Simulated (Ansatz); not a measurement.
`[TeH][SiH]1BC1` + HI → `I[SiH]1BC1` + H₂Te  (ligand exchange at the Si–Te bond)

Gas-phase electronic energies from Ansatz, PBE0-D4/def2-TZVP geometries. CCSD(T)/CBS is the MP2 limit (def2-TZVPP, def2-QZVPP) plus CCSD(T) − MP2 in def2-TZVPP, frozen cores. Functionals use def2-TZVPP. B3LYP here is the variant with VWN-RPA as its local correlation; programs differ in this. HSE06 is defined as in plane-wave codes. Elements past krypton have def2 core potentials. For I, Te outer-core shells are correlated without core-valence functions, which leaves a few kJ/mol of doubt a bond.

```csv
level,ΔE (kJ/mol)
LDA (SPW92),-30.0
PBE-D4,-29.6
B3LYP-D4,-31.5
r2SCAN0-D4,-32.9
HSE06-D4,-30.1
BHLYP-D4,-32.0
r2SCAN,-34.0
r2SCANh,-33.7
```

Problem. What does CCSD(T)/CBS give? (An estimate is asked.)

Solution. Ansatz gave: -30.6 kJ/mol. The listed levels differ from it by 0.6, 1.0, -0.9, -2.3, 0.5, -1.4, -3.4, -3.1 kJ/mol.

Largest T1 diagnostic among the species: 0.013.

Leaving LDA and LC-ωPBE aside and taking each functional with its dispersion term where it has one, the values, not all of them listed here, spread over 5.3 kJ/mol, from r2SCAN-D4 to revPBE-D4. In def2-TZVPP, CCSD(T) changes the Hartree–Fock value by +6.1 kJ/mol (the triples alone add +0.4 kJ/mol) and MP2 by +4.3 kJ/mol.

CCSD(T)/CBS has its own doubt, a few kJ/mol and more with outer-core shells, so smaller differences from it don't rank the levels.
